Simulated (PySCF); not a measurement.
## Calculated data, BGeH3NO, BGeH4O

Computed with PySCF 2.14.0. Calculation on a computer-drawn molecule: the log of a Hartree-Fock and frozen-core CCSD(T) single point meant for a local Hartree-Fock minimum, with one planted fault or none, to be diagnosed. Offsets are logged minus clean, where the clean run is the same molecule without the fault. The reference is restricted for singlets and unrestricted otherwise, and also for a bond in bohr or an excited solution. Adding or removing an electron swaps singlet and doublet. The excited solution moves the top pair (singlet) or top alpha electron (doublet) to the lowest empty orbital. Highest occupied and lowest empty are orbital energies over both spins, largest force is the largest gradient component, triples share is (T) over the correlation energy, the T1 limit is 0.02 restricted and 0.045 unrestricted, electrons count all cores, a negative frequency is imaginary (commonest isotopes), and the dipole is about the centre of nuclear charge; on germanium a core potential holds 10 electrons, which the energies leave out, and 3d is frozen in MP2 and coupled-cluster steps.

Common to all runs: meant charge -1; meant multiplicity 1; meant basis aug-cc-pVDZ; meant basis and core potential on germanium aug-cc-pVDZ-PP ECP10MDF; logged SCF converged yes; possible faults no fault, one electron removed, one electron added, multiplicity raised by two, geometry at a saddle point, SCF held on an excited solution, minimal basis STO-3G, one bond length entered in bohr, all coordinates scaled.

```yaml
- entry: 1
  formula: BGeH3NO
  logged_structure:
    atoms_angstrom:
      - [O, -0.4321, 0.2283, -0.2013]
      - [B, -0.3375, -0.2068, 1.0028]
      - ["N", -1.0521, 0.4035, 2.2142]
      - [Ge, -1.4169, 2.0305, 1.9644]
      - [H, 0.3581, -1.1815, 1.3518]
      - [H, -2.1816, 2.8174, 3.0556]
      - [H, -1.003, 3.0138, 0.8678]
  given:
    logged_electrons: 56
    logged_basis_functions: 128
    logged_spin_squared: 0.0
    "logged_highest_occupied [eV]": 0.90323
    "logged_lowest_empty [eV]": -1.9651
    "logged_largest_force [hartree/bohr]": 0.1106
    logged_CC_converged: "no"
    "logged_dipole_magnitude [debye]": 9.8082
    logged_SCF_stable_within_its_kind: "no"
    "logged_energy_HF [hartree]": -448.7054
    drawn_bonds_atom: [1, 2, 3, 2, 4, 4]
    drawn_bonds_other_atom: [2, 3, 4, 5, 6, 7]
    drawn_bonds_order: [1, 1, 2, 1, 1, 1]
  results:
    planted_fault: "SCF held on an excited solution"
    "HF_energy_offset_from_clean_run [kcal/mol]": 270.4
  notes: ["CCSD not converged", "highest electron not bound in this basis"]
- entry: 2
  formula: BGeH4O
  logged_structure:
    atoms_angstrom:
      - [O, -0.4785, -1.0995, -2.613]
      - [B, -0.663, -0.1428, -1.8175]
      - [Ge, 0.413, -0.0139, 0.1051]
      - [H, -1.4186, 0.8335, -1.9402]
      - [H, -0.4961, 0.0303, 1.3875]
      - [H, 1.2735, 1.2855, 0.3152]
      - [H, 1.4301, -1.1467, 0.4579]
  given:
    logged_electrons: 50
    logged_basis_functions: 114
    logged_spin_squared: 2.0399
    "logged_highest_occupied [eV]": 0.98166
    "logged_lowest_empty [eV]": 3.0803
    "logged_largest_force [hartree/bohr]": 0.057095
    "logged_dipole_magnitude [debye]": 13.446
    logged_SCF_stable_within_its_kind: "yes"
    "logged_energy_HF [hartree]": -395.20255
    drawn_bonds_atom: [1, 2, 2, 3, 3, 3]
    drawn_bonds_other_atom: [2, 3, 4, 5, 6, 7]
    drawn_bonds_order: [1, 1, 1, 1, 1, 1]
  results:
    planted_fault: "multiplicity raised by two"
    "HF_energy_offset_from_clean_run [kcal/mol]": 62.25
  notes: ["coupled-cluster numbers left out as unreliable", "highest electron not bound in this basis"]
- entry: 3
  formula: BGeH4O
  logged_structure:
    atoms_angstrom:
      - [O, -0.4785, -1.0995, -2.613]
      - [B, -0.663, -0.1428, -1.8175]
      - [Ge, 0.413, -0.0139, 0.1051]
      - [H, -1.4186, 0.8335, -1.9402]
      - [H, -0.4961, 0.0303, 1.3875]
      - [H, 1.2735, 1.2855, 0.3152]
      - [H, 1.4301, -1.1467, 0.4579]
  given:
    logged_electrons: 50
    logged_basis_functions: 114
    logged_spin_squared: 0.0
    "logged_highest_occupied [eV]": -3.515
    "logged_lowest_empty [eV]": 3.8783
    "logged_largest_force [hartree/bohr]": 2.7099e-05
    "logged_lowest_frequency [cm^-1]": 58.494
    logged_T1_diagnostic: 0.019176
    logged_D1_diagnostic: 0.05037
    logged_triples_share: 0.034476
    logged_CC_converged: "yes"
    "logged_dipole_magnitude [debye]": 4.7388
    logged_SCF_stable_within_its_kind: "yes"
    "logged_energy_HF [hartree]": -395.30175
    "logged_energy_CCSD(T) [hartree]": -395.76382
    drawn_bonds_atom: [1, 2, 2, 3, 3, 3]
    drawn_bonds_other_atom: [2, 3, 4, 5, 6, 7]
    drawn_bonds_order: [1, 1, 1, 1, 1, 1]
  results:
    planted_fault: "no fault"
    "HF_energy_offset_from_clean_run [kcal/mol]": 0.0
    "CCSD(T)_energy_offset_from_clean_run [kcal/mol]": 0.0
```
